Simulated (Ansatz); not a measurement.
Reactions of CH₅FGeOSi (`F[CH]1[O][GeH]1[SiH3]`).

Computed with Ansatz on PBE0-D4/def2-TZVP structures; ΔE is electronic, products minus reactants. CBS: MP2 limit from def2 TZ/QZ plus the TZ coupled-cluster correction, frozen cores. Double bonds are as drawn, so ΔE can hold a change between cis and trans. For Ge outer-core shells are correlated without core-valence functions, which leaves a few kJ/mol of doubt a bond. Scalar relativity is left out up to krypton. Each species was taken in one conformer, which may not be the lowest.

Q: Order these by ΔE at CCSD(T)/CBS, lowest first. (An estimate is asked.)
A. `F[C@@H]1[O][Ge@H]1[SiH3]` + `CC(=N)O` → `F[CH]1[O][GeH2]1` + `C/C(O)=N\[SiH3]`
B. `F[C@@H]1[O][Ge@H]1[SiH3]` + `N=CCF` → `FC/C=N\[SiH3]` + `F[CH]1[O][GeH2]1`
C. `F[C@@H]1[O][Ge@H]1[SiH3]` + `[OH][GeH]([OH])[OH]` → `[OH][GeH]([OH])[O][SiH3]` + `F[CH]1[O][GeH2]1`
D. `F[C@@H]1[O][Ge@H]1[SiH3]` + `C=N[SiH2]N` → `C=N[SiH2]N[SiH3]` + `F[CH]1[O][GeH2]1`
E. `F[C@@H]1[O][Ge@H]1[SiH3]` + `C[SiH2][B](C)[AlH2]` → `C[SiH2][B]([AlH2])[SiH3]` + `[CH3][Ge@H]1[O][C@@H]1F`
F. `F[C@@H]1[O][Ge@H]1[SiH3]` + `BNCC` → `BN([SiH3])CC` + `F[CH]1[O][GeH2]1`
G. `F[C@@H]1[O][Ge@H]1[SiH3]` + `CNC(N)=O` → `NC(=O)N[SiH3]` + `[CH3][Ge@H]1[O][C@@H]1F`

A: G (-93.4 kJ/mol), C (-72.3 kJ/mol), D (-26.5 kJ/mol), A (-15.5 kJ/mol), F (-6.4 kJ/mol), B (+4.6 kJ/mol), E (+18.7 kJ/mol).

Largest T1 diagnostic: 0.016, for `F[C@@H]1[O][Ge@H]1[SiH3]`.
